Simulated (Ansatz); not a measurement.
Basis-set extrapolation for CH5BOSi (`[SiH3]B1CO1`) (PBE0-D4/def2-TZVP geometry, frozen core, Ansatz 0.2.0). Multiplicity 1, RHF reference.

```
                      def2-TZVPP   def2-QZVPP
                 HF  -429.299022  -429.314414
    MP2 correlation    -0.621172    -0.665423
CCSD(T) correlation    -0.686059      not run
```

Energies in hartree. Use E(X) = E(∞) + A·exp(−7.88·√X) for Hartree–Fock and E(X) = E(∞) + B·X^(−2.97) for correlation, with X = 3 and 4, and add CCSD(T) minus MP2 of the smaller set to the MP2 limit.

What is the CCSD(T) energy at the basis-set limit?

HF limit: -429.314414 + (-0.015392) × 0.13774 = -429.31653. MP2 limit: -0.665423 + (-0.044251) × 0.74074 = -0.69820. Higher-order term: -0.686059 − (-0.621172) = -0.06489. Total: -430.07962 hartree, 2.57 eV below CCSD(T)/def2-TZVPP.
